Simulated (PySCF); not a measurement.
Cartesian coordinates in Å; atom numbers follow the order of the lines, from 1:
```xyz
16

O    -2.6521    0.0524   -0.1072
C    -2.1456   -1.0359   -0.2106
O    -0.8786   -1.3027   -0.1975
C     0.0338   -0.1947   -0.0747
Si   -0.7827    1.5289    0.2102
C     1.0768   -0.1962   -1.1636
C     2.0681   -0.4201   -0.3028
Cl    3.7644   -0.4715   -0.4247
C     1.1903   -0.5363    0.9075
H    -2.7371   -1.9576   -0.3308
H     0.4409    2.3394    0.3900
H    -1.4722    1.5662    1.4926
H    -1.4125    2.0246   -1.0033
H     1.0088   -0.0369   -2.2214
H     1.1211   -1.5384    1.3251
H     1.3689    0.1878    1.6998
```

PySCF 2.14 calculation with GFN2-xTB structure and GIAO PBE0/pcSseg-1 shieldings; single conformer, non-relativistic, isolated molecule, averaged over atoms made equivalent by symmetry, fast rotation or ring inversion.

References, each an isolated molecule treated in the same way: ¹³C (σ = 186.93 ppm) against TMS.

Do the ¹³C shifts follow the atomic charges (in e)? Tabulate both.

## Answers


| atoms | hybridisation | δ (ppm) | σ para (ppm) | Hirshfeld | IAO | Mulliken | ESP-fitted |
| --- | --- | --- | --- | --- | --- | --- | --- |
| C2 | sp2 | 169.0 | -230 | +0.19 | +0.41 | +0.49 | +0.52 |
| C7 | sp2 | 149.6 | -221 | +0.02 | -0.01 | -0.14 | +0.14 |
| C6 | sp2 | 144.4 | -208 | -0.07 | -0.18 | +0.08 | -0.44 |
| C4 | sp3 | 68.0 | -130 | +0.01 | -0.05 | -0.37 | +0.51 |
| C9 | sp3 | 52.9 | -114 | -0.08 | -0.26 | +0.04 | -0.38 |

Correlation coefficients of δ with charge over these carbons: Hirshfeld +0.60, IAO +0.64, Mulliken +0.58, ESP-fitted +0.20; with the paramagnetic shielding -1.00. With so few points, grouped by hybridisation, these coefficients are fragile. Charge is one influence among several: hybridisation and low-lying excitations act through the paramagnetic term.

Carbons that carry Cl, above all several Cl atoms, come out too deshielded, partly because spin–orbit coupling is missing. Shifts are as computed. Against solution values, carbons near 30 ppm lie about +3 ppm off and those near 130 ppm about +5 ppm; carbons on Cl a further +6 ppm. Of 1211 compounds with measured shifts, 218 miss one by over three times the rms of a fit or turn the order of signals round; such compounds aren't used in these exercises.
